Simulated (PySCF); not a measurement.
B3LYP has the VWN-RPA correlation part, as in Gaussian. Delta-SCF ions had no search for a lower state. Excitations are Tamm–Dancoff values on a coarser integration grid. The basis has no diffuse functions, so Rydberg states are missing or too high.

Species: HF₂Ga, SMILES `[F][GaH][F]` (charge 0, multiplicity 1).

Question: Give the brightest of the four lowest singlets (TDA), S1 excitation (TDA), LUMO, vertical ionisation energy (Delta-SCF) and S1–T1 gap (TDA) at the level B3LYP-D3(BJ)/def2-TZVP in PySCF.

Answer: 
```json
{
 "brightest of the four lowest singlets (TDA)": "7.98 eV",
 "S1 excitation (TDA)": "7.27 eV",
 "LUMO": "-1.74 eV",
 "vertical ionisation energy (Delta-SCF)": "12.98 eV",
 "S1–T1 gap (TDA)": "0.57 eV"
}
```
